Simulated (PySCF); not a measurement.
TDDFT excited states: C8H12

Compound: C₈H₁₂.
Numbering: `[CH2:1]=[CH:2][C:3](=[C:4]=[CH:5][CH3:6])[CH2:7][CH3:8]` (hydrogens: H9, H10 on C1; H11 on C2; H12 on C5; H13, H14, H15 on C6; H16, H17 on C7; H18, H19, H20 on C8)

Computed with TDDFT B3LYP/def2-SVPD, vertical, gas phase, core orbitals frozen in the response in PySCF 2.14.0, density-fitted response routines. Geometry: PBE0-D3(BJ)/def2-SVP, one conformer, isolated molecule. Torsions of this conformer, `[CH2:1]=[CH:2][C:3](=[C:4]=[CH:5][CH3:6])[CH2:7][CH3:8]`: C1–C2–C3–C4 -178°, C2–C3–C7–C8 78°.

Q: Predict the UV-vis stick spectrum at this level.

A: 

```
state  λ (nm)  E (eV)       f  |μ| (D)  main configurations (H = HOMO, L = LUMO)
   S1   248.9    4.98  0.0005     0.16                               H-1→L (94%)
   S2   229.3    5.41   0.168     2.87                    H→L+1 (63%), H→L (25%)
   S3   228.7    5.42   0.485     4.85       H→L (68%), H→L+1 (17%), H→L+2 (10%)
   S4   207.1    5.99   0.034     1.22                  H→L+2 (76%), H→L+1 (14%)
   S5   197.4    6.28  0.0079     0.58                               H→L+3 (88%)
   S6   186.8    6.64   0.019     0.86              H-1→L+2 (64%), H-1→L+1 (28%)
   S7   185.5    6.69   0.046     1.35                  H→L+4 (73%), H→L+5 (17%)
   S8   183.1    6.77  0.0038     0.39     H→L+5 (50%), H-2→L (21%), H→L+4 (13%)
   S9   180.2    6.88   0.042     1.27     H→L+6 (48%), H→L+5 (23%), H-2→L (17%)
  S10   177.3    6.99   0.086     1.80              H-1→L+3 (51%), H-1→L+1 (30%)
```

Triplets (Tamm–Dancoff): T1 3.27 eV, H→L (95%); T2 4.70 eV, H-1→L (87%); T3 4.73 eV, H-1→L+1 (62%), H-1→L+2 (20%); T4 5.10 eV, H-2→L (53%), H→L+3 (18%), H→L+8 (12%).

The lowest singlet lies at 4.98 eV (249 nm, ultraviolet) and is very weak; its leading configuration is HOMO-1→LUMO (94%). The strongest level in the table is S3 at 5.42 eV (229 nm, f = 0.485). Löwdin shares by element: HOMO carbon 80% or more (atoms not listed hold the other 20%); LUMO carbon 72% or more (atoms not listed hold the other 28%). The oscillator strengths of these states sum to 0.892; summed over the whole spectrum of an exact calculation they would give the number of electrons, 60 (Thomas–Reiche–Kuhn). Orbital energies (eV): HOMO-3 -9.24, HOMO-2 -8.44, HOMO-1 -7.05, HOMO -6.26, LUMO -0.86, LUMO+1 0.31, LUMO+2 0.55. Of the 10 states listed, 7 reach f = 0.01 and none stays under 0.0005. The vertical ionisation energy (ΔSCF) is 8.17 eV, 1.18 eV above S10. Singlets were solved by full linear response, triplets in the Tamm–Dancoff approximation.
